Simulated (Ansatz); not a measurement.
`FC([SiH3])S` + `C[AsH]C` → `C[As](C)[SiH3]` + `FCS`  (ligand exchange at the Si–C bond)

Calculated with Ansatz (gas phase, PBE0-D4/def2-TZVP geometries, no zero-point term in ΔE). CCSD(T)/CBS is the MP2 limit (def2-TZVPP, def2-QZVPP) plus CCSD(T) − MP2 in def2-TZVPP, frozen cores. Functionals use def2-TZVPP. For As outer-core shells are correlated without core-valence functions, which leaves a few kJ/mol of doubt a bond. Scalar relativity is left out up to krypton. One conformer a species, not always the lowest.

```
         species  LC-ωPBE energy (Eh)
   `FC([SiH3])S`           -828.42181
       `C[AsH]C`          -2315.98042
`C[As](C)[SiH3]`          -2606.60092
           `FCS`           -537.81706
```

**Question.** Work out ΔE.

**Answer.** ΔE = (-2606.60092) + (-537.81706) − (-828.42181) − (-2315.98042) = -0.01575 Eh = -0.43 eV. CCSD(T)/CBS gives -0.45 eV.

Largest T1 diagnostic among the species: 0.012.

At CCSD(T), def2-SVP lies +0.04 eV from the extrapolated value and def2-TZVPP +0.01 eV. Leaving LDA and LC-ωPBE aside and taking each functional with its dispersion term where it has one, the values, not all of them listed here, spread over 0.09 eV, from HSE06-D4 to CAM-B3LYP-D4. LDA lies +0.05 eV from PBE without D4.
